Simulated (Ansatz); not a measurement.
Reaction (redistribution): `[CH3][SnH]([CH3])[OH]` + `NB[SiH2]N` → `[CH3][SnH]([NH2])[OH]` + `CB[SiH2]N`

Isolated molecules relaxed with PBE0-D4/def2-TZVP in Ansatz; ΔE leaves out vibrations. CCSD(T)/CBS adds triple-zeta CCSD(T) − MP2 to the extrapolated MP2 energy (def2 sets, frozen cores). DFT in def2-TZVPP. B3LYP here is the variant with VWN-RPA as its local correlation; programs differ in this. Elements past krypton have def2 core potentials. For Sn outer-core shells are correlated without core-valence functions, which leaves a few kJ/mol of doubt a bond. Each species was taken in one conformer, which may not be the lowest.

| level | ΔE (eV) |
| --- | --- |
| B3LYP-D4 | 1.25 |
| B2PLYP | 1.26 |
| PBE | 1.27 |
| MP2/def2-QZVPP | 1.26 |

(1) What does CCSD(T)/CBS give? (An estimate is asked.)

Largest T1 diagnostic among the species: 0.013.

Answers

(1) Computed: +1.24 eV. The listed levels differ from it by 0.01, 0.02, 0.03, 0.02 eV.

In def2-TZVPP, CCSD(T) changes the Hartree–Fock value by +0.12 eV (the triples alone add +0.02 eV) and MP2 by +0.14 eV.
